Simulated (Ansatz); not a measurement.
C3H9NOW, SMILES `C[N]=[W]([CH3])([CH3])=[O]`, 15 atoms. The species carries charge 0 and has multiplicity 1. Correlated methods include outer-core shells of W, which these sets cover unevenly. W: def2 effective core potential. All runs use 4 threads of an Arm Neoverse V1 on a shared host. Correlated methods freeze the cores.

Give the basis size and wall time and peak host memory of each of these runs in Ansatz. RHF-MP2/def2-TZVPP energy; RKS PBE0-D4/def2-SVP energy; RKS PBE0-D4/def2-TZVP frequencies; RKS ωB97M-V/def2-TZVPP energy and forces; RHF-CCSD(T)/def2-SVP energy; RKS PBE0-D4/def2-QZVPP energy; RHF-MP2/def2-QZVPP energy; RKS PBE0-D4/def2-TZVPP energy; RKS PBE0-D4/def2-TZVP relaxation (12 steps); RKS ωB97M-V/def2-SVP energy; RKS ωB97M-V/def2-QZVPP energy; RKS SPW92 (LDA)/def2-TZVPP energy. (Estimate.)

Ansatz gave: Other jobs shared the machine, so times are rough.

| level | job | functions | wall time | peak host memory (GiB) |
| --- | --- | --- | --- | --- |
| RKS PBE0-D4/def2-SVP | energy | 147 | 2.3 s | 0.67 |
| RKS SPW92 (LDA)/def2-TZVPP | energy | 337 | 2.7 s | 0.51 |
| RKS PBE0-D4/def2-TZVPP | energy | 337 | 6.5 s | 1 |
| RHF-MP2/def2-TZVPP | energy | 337 | 9.5 s | 1.1 |
| RKS ωB97M-V/def2-SVP | energy | 147 | 11 s | 0.67 |
| RKS PBE0-D4/def2-QZVPP | energy | 636 | 17 s | 2.8 |
| RKS ωB97M-V/def2-TZVPP | energy and forces | 337 | 25 s | 1.6 |
| RKS ωB97M-V/def2-QZVPP | energy | 636 | 41 s | 3.2 |
| RHF-CCSD(T)/def2-SVP | energy | 147 | 53 s | 1.5 |
| RHF-MP2/def2-QZVPP | energy | 636 | 56 s | 5.6 |
| RKS PBE0-D4/def2-TZVP | relaxation (12 steps) | 249 | 79 s | 0.81 |
| RKS PBE0-D4/def2-TZVP | frequencies | 249 | 6.6 min | 0.89 |
